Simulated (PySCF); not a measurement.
CH$_{5}$AlBSi, CH$_{4}$Al$_{2}$Cl (calculated)

Calculation on a computer-drawn molecule: optimised geometry and harmonic frequencies of an isolated molecule of the commonest isotopes, restricted reference for singlets and unrestricted otherwise, frozen core in MP2. Program: PySCF 2.14.0.

Common to all runs: method HF; basis cc-pV(D+d)Z.

```yaml
- entry: 1
  formula: CH5AlBSi
  start_structure:
    atoms_angstrom:
      - [Al, -0.5076, 1.51, -1.4463]
      - [C, -0.693, -0.508, -1.6611]
      - [B, 0.1876, -1.3945, -1.133]
      - [Si, 1.4863, -2.4114, -0.2931]
      - [H, -1.5399, 2.4133, -2.0532]
      - [H, 0.6723, 2.0845, -0.5936]
      - [H, -1.603, -0.5519, -2.2583]
      - [H, 1.5227, -3.8692, -0.3204]
      - [H, 2.6529, -2.0126, 0.5152]
  given:
    charge: 1
    multiplicity: 1
    drawn_bonds_atom: [1, 2, 3, 1, 1, 2, 4, 4]
    drawn_bonds_other_atom: [2, 3, 4, 5, 6, 7, 8, 9]
    drawn_bonds_order: [1, 2, 1, 1, 1, 1, 1, 1]
  results:
    optimised_atom_element: [Al, C, B, Si, H, H, H, H, H]
    "optimised_atom_x [angstrom]": [-0.3731, -0.9191, 0.024, 1.471, -1.242, 0.9318, -1.8, 1.611, 2.474]
    "optimised_atom_y [angstrom]": [1.334, -0.5571, -1.358, -2.208, 2.517, 1.358, -0.7424, -3.664, -1.42]
    "optimised_atom_z [angstrom]": [-1.343, -1.81, -1.219, -0.2888, -1.865, -0.4635, -2.412, -0.2709, 0.4279]
    "modes_frequency [cm^-1]": [66.61, 150.1, 196.6, 256.2, 262.8, 431.6, 571.7, 608.4, 626.7, 646.2, 724.5, 778.9, 802.5, 872.3, 1010, 1618, 2015, 2094, 2416, 2452, 3380]
    "modes_reduced_mass [dalton]": [4.694, 1.841, 1.627, 2.728, 1.035, 1.207, 4.24, 3.484, 1.136, 1.764, 1.217, 1.248, 1.085, 1.246, 1.076, 7.855, 1.035, 1.049, 1.027, 1.058, 1.097]
    "rotational_constants [GHz]": [12.32, 1.827, 1.591]
    "total_energy [hartree]": -595.9755
    "convergence_status_largest_gradient_component [hartree/bohr]": 3.302e-05
- entry: 2
  formula: CH4Al2Cl
  start_structure:
    atoms_angstrom:
      - [Al, -0.4441, 2.0821, -1.9332]
      - [C, 0.8135, 0.8626, -1.0634]
      - [Al, -0.715, -0.4304, -0.936]
      - [Cl, -1.2285, -1.9775, 0.0908]
      - [H, -0.4316, 3.0695, -3.0635]
      - [H, -1.5572, 2.1838, -0.9711]
      - [H, 1.8587, 0.8621, -0.6442]
      - [H, -1.439, -0.0967, -2.3345]
  given:
    charge: 0
    multiplicity: 2
    drawn_bonds_atom: [1, 2, 3, 1, 1, 2, 3]
    drawn_bonds_other_atom: [2, 3, 4, 5, 6, 7, 8]
    drawn_bonds_order: [1, 1, 1, 1, 1, 1, 1]
  results:
    optimised_atom_element: [Al, C, Al, Cl, H, H, H, H]
    "optimised_atom_x [angstrom]": [-0.2996, 0.1863, -0.8733, 0.00539, 0.7594, -1.765, 1.217, -2.373]
    "optimised_atom_y [angstrom]": [2.54, 0.8466, -0.7434, -2.419, 3.707, 2.736, 0.7836, -0.8956]
    "optimised_atom_z [angstrom]": [-2.018, -1.178, -0.8863, 0.07607, -2.14, -2.578, -0.8137, -1.318]
    "modes_frequency [cm^-1]": [22.72, 75.61, 99.64, 190.9, 454.5, 459.0, 525.5, 538.8, 631.3, 656.5, 722.3, 806.5, 852.1, 1040, 1984, 1990, 2038, 3224]
    "modes_reduced_mass [dalton]": [2.451, 1.321, 4.971, 6.864, 2.121, 1.127, 1.332, 3.721, 2.736, 1.324, 1.206, 2.939, 1.079, 1.43, 1.06, 1.024, 1.043, 1.084]
    "rotational_constants [GHz]": [18.72, 1.027, 0.974]
    "total_energy [hartree]": -983.5767
    spin_squared: 0.7565
    "convergence_status_largest_gradient_component [hartree/bohr]": 1.474e-06
```
